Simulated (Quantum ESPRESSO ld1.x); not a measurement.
Values are calculated unless marked as measured or tabulated.
Species: the caesium ion Cs5+. Configuration: [Kr] 4d10 5s2 5p2.

Code: ld1.x of Quantum ESPRESSO 7.5. Model: scalar-relativistic Kohn-Sham, BLYP, spin-unpolarised, spherical densities, point nucleus.

Energy parts (Ry):
| part | energy |
|---|---|
| total | -15563.287 |
| kinetic | 16399.580 |
| electron-nucleus | -37448.583 |
| Hartree | 5867.455 |
| exchange-correlation | -381.739 |

Orbitals (lengths in bohr, moments of r in powers of bohr; r(max) is where P^2 peaks; r(90%) holds 90 % of the orbital's charge):
| orbital | occ. | eigenvalue (Ry) | r(90%) | <r> | r(max) |
|---|---|---|---|---|---|
| 1s | 2 | -2636.0183 | 0.0470 | 0.02611 | 0.017 |
| 2s | 2 | -417.1346 | 0.173 | 0.1121 | 0.095 |
| 2p | 6 | -374.6595 | 0.160 | 0.09820 | 0.076 |
| 3s | 2 | -90.1023 | 0.439 | 0.2990 | 0.272 |
| 3p | 6 | -76.4358 | 0.445 | 0.2970 | 0.267 |
| 3d | 10 | -56.3720 | 0.429 | 0.2735 | 0.221 |
| 4s | 2 | -20.4176 | 0.998 | 0.6936 | 0.644 |
| 4p | 6 | -16.0395 | 1.07 | 0.7376 | 0.671 |
| 4d | 10 | -9.6577 | 1.25 | 0.8291 | 0.721 |
| 5s | 2 | -5.7636 | 2.28 | 1.607 | 1.48 |
| 5p | 2 | -4.6081 | 2.58 | 1.803 | 1.66 |

The highest occupied level is 5p at -62.696 eV. Summed over all electrons, <r^2> = 27.62 bohr^2, which gives a Langevin (diamagnetic) susceptibility term of -21.9 x 10^-6 cm^3/mol. The density falls to 0.001 e/bohr^3 at r = 3.25 bohr.
